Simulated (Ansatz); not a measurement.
BMe2Cl (C2H6BCl). Charge 0, multiplicity 1. Geometry PBE-D4/def2-SVP, basis def2-TZVP, Ansatz.

Cartesian coordinates in Å:
```
B -0.448 0.296 0.017
C -0.590 -1.254 -0.178
H -0.595 -1.706 0.842
H 0.281 -1.699 -0.701
H -1.529 -1.569 -0.671
C 0.932 1.028 0.163
H 1.295 1.237 -0.871
H 1.707 0.386 0.629
H 0.882 2.002 0.687
Cl -1.935 1.278 0.082
```

```csv
run,HOMO (eV),LUMO (eV)
A,-10.73,1.53
B,-11.60,2.93
C,-8.49,-0.51
D,-11.10,1.61
E,-10.59,1.33
F,-7.21,-1.35
```

LC-ωPBE has ω = 0.4 bohr⁻¹.

The runs used HF, LC-ωPBE, r2SCAN, r2SCAN0, ωB97M-V, ωB97X-V. Estimate which is which.

A ωB97X-V (range-separated); B HF (100 % exact exchange); C r2SCAN0 (25 % exact exchange); D LC-ωPBE (range-separated); E ωB97M-V (range-separated); F r2SCAN (0 % exact exchange). Exact exchange lowers occupied and raises empty levels; among semilocal functionals meta-GGAs tend to open the gap a little, and such runs are hard to tell apart. The gap grows from 5.86 eV (r2SCAN) to 14.53 eV (HF).
